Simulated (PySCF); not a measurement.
C5H11FSi2, SMILES C[Si](C)(C)C#C[SiH2]F (GFN2-xTB optimised geometry):

```
19

Si    -3.027     0.531     0.000
F     -3.514    -0.106    -1.399
C     -1.183     0.531     0.000
C      0.028     0.533     0.004
Si     1.892     0.526    -0.011
C      2.493     1.284     1.632
C      2.478    -1.280    -0.178
C      2.479     1.571    -1.493
H     -3.562    -0.358     1.022
H     -3.562     1.886     0.000
H      2.137     0.711     2.483
H      2.135     2.302     1.750
H      3.578     1.309     1.683
H      2.129    -1.886     0.653
H      3.562    -1.345    -0.200
H      2.102    -1.731    -1.092
H      2.106     1.167    -2.430
H      2.126     2.595    -1.416
H      3.563     1.600    -1.555
```

Level of theory: PySCF with PBE0/def2-SVP.

### Question
What are the frontier orbital energies and the dipole moment?

### Answer
HOMO-2 -9.03 eV, HOMO-1 -8.10 eV, HOMO -7.99 eV, LUMO -0.73 eV, LUMO+1 -0.21 eV; dipole moment 2.39 D.

On the same geometry PBE/def2-SVP (PySCF) gives HOMO-2 -7.65 eV, HOMO-1 -6.84 eV, HOMO -6.72 eV, LUMO -1.57 eV, LUMO+1 -1.07 eV; dipole moment 2.32 D.

Meta-Löwdin charges at PBE0/def2-SVP: Si1 0.93, F2 -0.48, C3 -0.29, C4 -0.23, Si5 0.88, C6 -0.55, C7 -0.55, C8 -0.55, H9 -0.11, H10 -0.11, H11 0.12, H12 0.12, H13 0.12, H14 0.12, H15 0.12, H16 0.12, H17 0.12, H18 0.12, H19 0.12.
